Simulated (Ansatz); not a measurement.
**Worked example: Y(CH3)Cl2 + GeCl4 → YCl3 + Ge(CH3)Cl3**

Gas-phase species: Y(CH3)Cl2, singlet; GeCl4 (germanium tetrachloride) `[Cl][Ge]([Cl])([Cl])[Cl]`, singlet; YCl3 (yttrium trichloride) `[Cl][Y]([Cl])[Cl]`, singlet; Ge(CH3)Cl3 (trichloro(methyl)germane), singlet. The partners trade CH3 for Cl: Y–CH3 and Ge–Cl bonds give way to Y–Cl and Ge–CH3.

Shapes, held fixed at every level: PBE0-D4/def2-TZVP. Programs: Ansatz 0.2.0. Electronic energies: no zero-point or thermal term.

At CCSD(T)/def2-TZVPP; 1 Eh = 2625.50 kJ/mol:

```
   species   energy (Eh)
 Y(CH3)Cl2   -997.623375
     GeCl4  -3914.692023
      YCl3  -1417.611080
Ge(CH3)Cl3  -3494.778989
```

Task: Work out ΔE of the reaction at this level.

Result: 
1. Products less reactants: (-1417.611080) + (-3494.778989) − [(-997.623375) + (-3914.692023)] = -0.074671 Eh = -196.0 kJ/mol.

Other levels give -208.4 (HF/def2-TZVPP) to -193.9 kJ/mol (wB97M-V/def2-TZVPP). No measured value is set beside it here. For atoms past krypton def2 sets carry core potentials with scalar relativity. Relativity is left out for Ge. Outer-core shells of Ge, Y are correlated, in sets that cover them unevenly.
